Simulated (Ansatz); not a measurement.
`F[SiH]([SiH3])S` + PH₃ → `F[SiH]([SiH3])P` + H₂S at 500 K and 1 bar (ligand exchange at the Si–S bond).

Gas-phase electronic energies from Ansatz, PBE0-D4/def2-TZVP geometries. CCSD(T)/CBS adds triple-zeta CCSD(T) − MP2 to the extrapolated MP2 energy (def2 sets, frozen cores). This one scheme is used for every species. One conformer a species, not always the lowest.

```
          species  CCSD(T)/CBS energy (Eh)  H − E (kJ/mol)  S (J/(mol·K))
`F[SiH]([SiH3])S`              -1078.81755           169.4          418.5
              PH₃               -342.72256            81.5          231.4
`F[SiH]([SiH3])P`              -1022.55000           193.4          434.5
              H₂S               -398.97279            57.0          224.0
```

H − E and S are ideal-gas, rigid-rotor, harmonic terms from PBE0-D4/def2-TZVP, for one conformer and one mirror image of each species. 1 Eh = 2625.50 kJ/mol, R = 8.31446 J/(mol·K).

Q: By hand: ΔE, ΔH, ΔS and ΔG.

A: ΔE = (-1022.55000) + (-398.97279) − (-1078.81755) − (-342.72256) = 0.01732 Eh = 45.5 kJ/mol. Δ(H − E) = 193.4 + 57.0 − 169.4 − 81.5 = -0.5, so ΔH = 45.0 kJ/mol. ΔS = 434.5 + 224.0 − 418.5 − 231.4 = 8.6 J/(mol·K). ΔG = 45.0 − 500 × (8.6)/1000 = 40.7 kJ/mol.

Q: By hand: the equilibrium constant, and the temperature at which ΔG would vanish if ΔH and ΔS stayed fixed.

A: log₁₀ K = −ΔG/(RT ln 10) = -4.3. ΔG = 0 at ΔH/ΔS = 5233 K, far beyond where these terms or the molecules hold.

The number of gas molecules stays the same, so ΔS is small and ΔH decides. A doubt of 5 kJ/mol in ΔE shifts log₁₀ K by 0.5 here. Other conformers and mirror images would add mixing entropy, several J/(mol·K) or more a flexible species. These are equilibria of isolated gas molecules and say nothing of rates. Largest T1 diagnostic: 0.014 (customary marks: 0.02 for closed shells, 0.045 for open ones).
